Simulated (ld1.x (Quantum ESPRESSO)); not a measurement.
## Before and after: ultrasoft potential for rhenium

```json
{"Element": "rhenium (Re)", "Generator": "ld1.x (Quantum ESPRESSO) 7.5", "Type": "ultrasoft", "Functional": "LDA (PZ)", "Relativity": "scalar-relativistic", "Frozen core": "[Xe] 4f14", "Valence charge": "7", "Reference configuration": "5d5 6s2 6p0", "Partial waves": "6s (bound): rcut 2.10, rcutus 2.85 bohr; 6s channel at 0.7 Ry: rcut 2.10, rcutus 2.85 bohr; 6p (bound, empty): rcut 2.45, rcutus 2.85 bohr; 6p channel at 3.15 Ry: rcut 2.45, rcutus 2.85 bohr; 5d (bound): rcut 2.05, rcutus 2.70 bohr; 5d channel at -0.1 Ry: rcut 2.05, rcutus 2.70 bohr", "Local potential": "all-electron potential smoothed inside 2.55 bohr (lloc = -1)", "Core correction": "a·sin(br)/r model core, default radius (core density twice the valence density)", "Augmentation charge": "built from norm-conserving waves at rcut, not smoothed further"}
```

Change: waves 5d (bound): rcut 2.05, rcutus 3.16 bohr; 5d channel at -0.1 Ry: rcut 2.05, rcutus 3.16 bohr.

Cutoffs: the cutoffs (Ry, on a coarse ladder) from which the occupation-weighted sum of valence levels, in a spherical-Bessel basis at the reference potential, stays within 10 and 1 mRy of its value at 400 Ry; they do not see the model core or the augmentation charge, which bear on the density cutoff. Errors are all-electron minus pseudo energies relative to the spin-unpolarised reference configuration.

Question: Predict the effect on cutoff, ghosts and configuration errors.

Answer: The potential gets softer (15 Ry and 21 Ry → 10 Ry and 15 Ry); the number of tests that count goes from 9 to 8; of the 8 tests that both files solve, the error grows in 3 and shrinks in 0 by more than 15 % and 0.3 meV (median size 51.7 → 62.3 meV); neither file shows a bound ghost at the reference potential, the only one tested. A larger radius leaves more room for a smooth pseudo-wave, so fewer plane waves are needed. More of the atom is replaced by a form fitted at one configuration, so other configurations suffer.

```csv
quantity,base,changed
"cutoff, loose",15 Ry,10 Ry
"cutoff, tight",21 Ry,15 Ry
loose cutoff by channel (10 mRy a level),"s 6 Ry, d 12 Ry","s 6 Ry, d 8 Ry"
bound ghosts,none,none
"tests counted (converged, no solver errors)",9 of 9,8 of 9
"error for 5d5 6s1 6p0, meV [ΔE 9.52 eV]",-7.8,-7.9
"error for 5d5 6s0 6p0, meV [ΔE 26.20 eV]",-33,-33
"error for 5d6 6s0 6p0, meV [ΔE 9.72 eV]",-81,-97
"error for 5d4 6s2 6p1, meV [ΔE 5.12 eV]",-59,-70
"error for 5d4 6s2 6p0, meV [ΔE 10.19 eV]",-44,-54
"error for 5d5 6s1 6p1, meV [ΔE 4.87 eV]",-2.5,-2.6
"error for 5d5 6s2 6p0 (spin-polarised), meV [ΔE -3.11 eV]",+167,+166
"error for 5d5 6s1 6p0 (spin-polarised), meV [ΔE 5.05 eV]",+207,+205
lowest overlap eigenvalue by channel,"s 0.34, p 0.78, d 1.00","s 0.34, p 0.78, d 0.43"
```

Changed file: Tests not counted: 5d4 6s0 6p0 (solver errors, printed error -114 eV).
